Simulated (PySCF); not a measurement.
Compounds:
1. `C#CC1([SiH3])C=C1`, C5H6Si
2. `ClCCF`, C2H4ClF
3. `C(#CC#C)C[SiH3]`, C5H6Si
4. `FC(F)(F)Cl`, CClF3
5. `C#Cc1nn(CC)nc1F`, C6H6FN3
6. SMILES C#CCn1nc(C)c(F)n1, C6H6FN3
7. `C/C(CC#N)=C(/C#N)C(F)(F)F`, C7H5F3N2

[PySCF 2.14: GFN2-xTB structure; NMR shieldings at PBE0/pcSseg-1/GIAO; one computed conformer; in vacuum; no relativistic terms; averaged over atoms made equivalent by symmetry, fast rotation or ring inversion]

δ = σ(ref) − σ, references computed at the same level: TMS for 1H and 13C. Shifts are as computed. Against solution values, carbons near 30 ppm lie about +3 ppm off and those near 130 ppm about +5 ppm; carbons on Cl a further +6 ppm. Of 1211 compounds with measured shifts, 218 miss one by over three times the rms of a fit or turn the order of signals round; such compounds aren't used in these exercises. Carbons bonded to Cl come out too deshielded.

(1) Which show a 13C signal between 160 and 185 ppm?

(2) Which show a 1H signal between 6.5 and 9 ppm from a carbon-bound hydrogen?

(3) Which give exactly 7 13C signals?

Answers

(1) 5 (174.7: aromatic carbon bearing fluorine); 6 (170.6: aromatic carbon bearing fluorine); 7 (172.3: fully substituted alkene carbon).

(2) 1 (7.37: hydrogen on an alkene CH).

(3) 7 (δ 172.3, 130.4, 118.7, 117.2, 114.2, 29.2, 20.8).
